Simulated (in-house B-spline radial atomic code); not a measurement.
Results of a calculation; reference values are marked as such.
Cd2+ at several levels of theory

Ground configuration [Kr] 4d10. All numbers come from a B-spline radial code for spherical atoms, all electrons, at the radial basis limit. Mean-field, RPA, GW and linear-response runs are scalar-relativistic (one-electron X2C), no spin-orbit coupling, without Breit or QED terms, open shells spin-polarised at highest spin; the many-body runs on Dirac-Hartree-Fock orbitals are four-component, and their energies hold both.

**Ionisation energy.** The reference is 37.468 ± 0.006 eV (NIST, measured). It runs between the lowest fine-structure levels, while the runs without spin-orbit coupling give shell averages, so part of their difference is this splitting, and a close match can be a cancellation.

| method | value (eV) | minus reference (eV) |
| --- | --- | --- |
| minus the highest LDA VWN5 level | 30.71 | -6.76 |
| minus the highest PBE level | 30.44 | -7.03 |
| G0W0 on PBE | 37.76 | +0.29 |
| minus the highest r2SCAN level | 30.74 | -6.72 |
| minus the highest PBE0 level | 32.61 | -4.85 |
| G0W0 on PBE0 | 37.91 | +0.45 |
| minus the highest B3LYP (VWN-RPA) level | 32.26 | -5.21 |
| minus the highest CAM-B3LYP level | 34.15 | -3.32 |
| minus the highest LC-wPBE level | 35.37 | -2.10 |
| minus the highest Hartree-Fock level | 38.07 | +0.60 |
| G0W0 on Hartree-Fock | 38.15 | +0.68 |
| Dirac-Fock + self-energy with TDHF screening (4d5/2) | 37.38 | -0.09 |

Q: Which methods come closest, and which lies farthest off?

A: Closest: Dirac-Fock + self-energy with TDHF screening (4d5/2) (-0.09 eV) and G0W0 on PBE (+0.29 eV). Farthest: minus the highest PBE level (-7.03 eV). The TDHF-screened form was chosen among four for its agreement on 13 closed-shell atoms.

**Static dipole polarisability and C6** of two like species, by linear response (no reference value is at hand):

| method | α (bohr³) | C6 (hartree·bohr⁶) |
| --- | --- | --- |
| LDA VWN5 | 5.677 | 29.07 |
| PBE | 5.659 | 28.92 |
| PBE0 | 5.414 | 27.54 |
| B3LYP (VWN-RPA) | 5.521 | 28.13 |
| CAM-B3LYP | 5.502 | 28.01 |
| LC-wPBE | 5.473 | 27.9 |
| TDHF | 4.966 | 24.99 |
| relativistic RPA (four-component TDHF) | 4.971 | 25.02 |

Q: What mean excitation energy do α and C6 imply in London's formula C6 = (3/4) α² ω?

A: LDA VWN5: ω = 1.203 hartree; relativistic RPA (four-component TDHF): ω = 1.350 hartree. A method that puts the excitations lower gives a larger α and a smaller ω.

Run times on one thread of shared hosts: mean field, RPA, SOSEX and G0W0 on PBE, 1.9 s (AMD EPYC 9R45 96-Core Processor); TDDFT with PBE, 4.2 s (Arm Neoverse N1); removal energies by the self-energy, 88 s (Arm Neoverse V1).
